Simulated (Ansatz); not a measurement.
Consider the formal exchange of groups at a B–C bond: `FC[BH][SnH3]` + `CO[SiH2]F` → `F[SiH2][BH][SnH3]` + `COCF`.

Isolated molecules relaxed with PBE0-D4/def2-TZVP in Ansatz; ΔE leaves out vibrations. CCSD(T)/CBS adds triple-zeta CCSD(T) − MP2 to the extrapolated MP2 energy (def2 sets, frozen cores). DFT in def2-TZVPP. B3LYP here is the variant with VWN-RPA as its local correlation; programs differ in this. Elements past krypton have def2 core potentials. For Sn outer-core shells are correlated without core-valence functions, which leaves a few kJ/mol of doubt a bond. One conformer a species, not always the lowest.

`FC[BH][SnH3]`:

```xyz
10

F     1.312   -1.150   -1.082
C     0.586   -0.053   -1.526
B    -0.328    0.617   -0.478
Sn   -0.454   -0.159    1.630
H     1.297    0.689   -1.923
H    -0.017   -0.370   -2.392
H    -0.956    1.563   -0.855
H     1.075   -0.088    2.389
H    -0.967   -1.788    1.647
H    -1.548    0.738    2.590
```

`CO[SiH2]F`:

```xyz
9

C    -0.990   -0.351   -0.887
O    -0.541    0.532    0.118
Si    0.899    0.448    0.861
F     0.975   -0.823    1.826
H    -1.400   -1.263   -0.445
H    -1.776    0.148   -1.455
H    -0.182   -0.625   -1.576
H     1.026    1.662    1.687
H     1.989    0.272   -0.130
```

`F[SiH2][BH][SnH3]`:

Z-matrix (Å, degrees):
```
Si
B 1 1.993
F 1 1.608 2 112.3
H 1 1.490 2 110.4 3 119.6
H 1 1.490 2 110.4 3 -119.6
Sn 2 2.247 1 123.2 3 -0.1
H 2 1.197 1 117.6 3 179.9
H 6 1.709 2 113.6 1 -179.1
H 6 1.709 2 109.7 1 59.9
H 6 1.709 2 109.9 1 -58.0
```

`COCF`:

Z-matrix (Å, degrees):
```
C
O 1 1.414
H 1 1.097 2 110.8
H 1 1.089 2 107.0 3 118.9
H 1 1.093 2 111.3 3 -121.6
C 2 1.362 1 114.0 3 55.1
F 6 1.383 2 111.4 1 70.0
H 6 1.099 2 112.1 1 -48.8
H 6 1.091 2 107.6 1 -172.1
```

```
             level  ΔE (kcal/mol)  difference from CCSD(T)/CBS
           PBE0-D4           36.9                         -2.8
          B3LYP-D4           39.4                         -0.3
           ωB97X-V           38.3                         -1.4
           ωB97M-V           40.5                          0.8
            B2PLYP           40.3                          0.6
               PBE           35.5                         -4.2
              PBE0           36.9                         -2.8
             B3LYP           39.4                         -0.3
    MP2/def2-TZVPP           41.4                          1.7
SCS-MP2/def2-TZVPP           40.8                          1.1
CCSD(T)/def2-TZVPP           38.7                         -1.0
     HF/def2-QZVPP           41.2                          1.5
SCS-MP2/def2-QZVPP           41.5                          1.8
      HF/CBS(def2)           41.3                          1.6
     MP2/CBS(def2)           42.4                          2.7
    CCSD/CBS(def2)           40.2                          0.5
       CCSD(T)/CBS           39.7                            0
```

Largest T1 diagnostic among the species: 0.014.

From PBE to PBE0 (25 % exact exchange), in def2-TZVPP and without D4, ΔE moves by +1.4 kcal/mol.
